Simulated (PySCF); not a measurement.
Atoms are numbered as in `[CH3:1][O:2][Si@@:3]([CH3:4])([PH2:5])[SiH2:6][CH3:7]`. Each H is labelled by its parent atom. Ha(Si6) is pro-R; Hb(Si6) is pro-S.

Geometry: PBE0-D3(BJ)/def2-SVP; GIAO absolute shieldings from PySCF 2.14.0 with density-fitted response routines, gas phase, non-relativistic, averaged over equivalent atoms.

At HF/pcSseg-1 (205 basis functions, 21 s wall time on 1 thread of an Arm Neoverse V1, shared host):
```
  atoms  σ (ppm)
     C1    142.8
     C4    191.5
     C7    200.9
     O2    349.0
    Si3    370.6
    Si6    457.2
     P5    605.3
Hb(Si6)    27.97
Ha(Si6)    28.12
  H(C1)    28.42
  H(P5)    30.41
  H(C4)    31.42
  H(C7)    31.55
```

Q: Predict the values at PBE0/pcSseg-1 on the same geometry.

A: 
| atoms | σ at PBE0/pcSseg-1 | change |
| --- | --- | --- |
| C1 | 131.0 | -11.8 |
| C4 | 184.1 | -7.4 |
| C7 | 195.8 | -5.1 |
| O2 | 319.2 | -29.8 |
| Si3 | 320.0 | -50.6 |
| Si6 | 427.2 | -30.0 |
| P5 | 579.0 | -26.3 |
| Hb(Si6) | 27.17 | -0.80 |
| Ha(Si6) | 27.47 | -0.65 |
| H(C1) | 27.77 | -0.65 |
| H(P5) | 29.78 | -0.63 |
| H(C4) | 30.91 | -0.51 |
| H(C7) | 31.14 | -0.41 |

The largest change is at Si3 (silicon bonded to C, O, P, Si). Cost: 205 basis functions, 49 s wall time on 1 thread of an Arm Neoverse V1, shared host. The order of the carbon signals is the same at both levels.
